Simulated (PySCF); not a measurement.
This PySCF input asks for the NMR shieldings of `C([C@H](B(C)C)C)#CB(F)F`, C$_{6}$H$_{10}$B$_{2}$F$_{2}$; the geometry comes from GFN2-xTB.

```python
import basis_set_exchange as bse
import numpy as np
from pyscf import gto, dft
from pyscf.prop import nmr

atoms = """
C    -2.533003   -0.298472   -0.554139
B    -1.137449    0.397662   -0.348369
C    -1.003513    1.720049    0.487637
C     0.170476   -0.236959   -1.026415
C     0.085924   -1.724015   -1.404755
C     1.345464   -0.007106   -0.223946
C     2.323702    0.155963    0.468262
B     3.546438    0.364330    1.313901
F     4.124859    1.544962    1.467788
F     4.142944   -0.618378    1.969728
H    -2.516383   -1.326830   -0.195640
H    -2.784368   -0.359758   -1.612895
H    -3.353189    0.211827   -0.055461
H    -1.849372    2.393350    0.363272
H    -0.987790    1.450093    1.544829
H    -0.087020    2.274424    0.300815
H     0.308404    0.344106   -1.951151
H     1.004757   -2.050429   -1.888118
H    -0.062497   -2.330303   -0.514563
H    -0.743533   -1.893839   -2.085828
"""
names = dict.fromkeys(["C", "B", "F", "H"], "pcSseg-1")
basis = {el: gto.basis.parse(bse.get_basis(n, elements=[el], fmt="nwchem")) for el, n in names.items()}
mol = gto.M(atom=atoms, basis=basis, charge=0, verbose=0)
mf = dft.RKS(mol, xc="PBE0")
mf.grids.level = 2
mf.grids.alignment = dft.numint.BLKSIZE   # the property module wants whole blocks of grid points
mf.conv_tol = 1e-9
mf.kernel()

calc = nmr.RKS(mf)   # GIAO
C = mf.mo_coeff
Co = C[:, mf.mo_occ > 0]
resp = mf.gen_response(singlet=True, hermi=2)
def vind(x):   # induced exchange potential for any number of trial vectors
    d = np.einsum("pi,xij,qj->xpq", C, 2 * x.reshape(-1, C.shape[1], Co.shape[1]), Co, optimize=True)
    return np.einsum("xpq,pi,qj->xij", resp(d - d.transpose(0, 2, 1)), C, Co, optimize=True).ravel()
mo1, _ = nmr.rhf.solve_mo1(calc, with_cphf=vind)
sigma = calc.kernel(mo1)
for i, s in enumerate(sigma):   # ppm
    print("%2d %-2s %9.2f" % (i, mol.atom_pure_symbol(i), np.trace(s) / 3))
```

Question: Give the expected output.

Answer: 
```
 0 C     174.02
 1 B      11.17
 2 C     169.81
 3 C     156.61
 4 C     168.68
 5 C      64.02
 6 C     106.35
 7 B      84.40
 8 F     247.45
 9 F     246.14
10 H      30.87
11 H      31.00
12 H      30.50
13 H      30.54
14 H      30.86
15 H      30.08
16 H      29.52
17 H      30.18
18 H      30.49
19 H      30.35
```

These numbers come from an equivalent density-fitted implementation of the same equations, which agrees with the script to about 0.01 ppm for H and up to a few tenths of a ppm for heavy atoms, so last digits may differ.

Size and cost of the density-fitted run: 220 basis functions, 59 s wall time on 1 thread of an Arm Neoverse V1, shared host; peak memory 1 GiB.
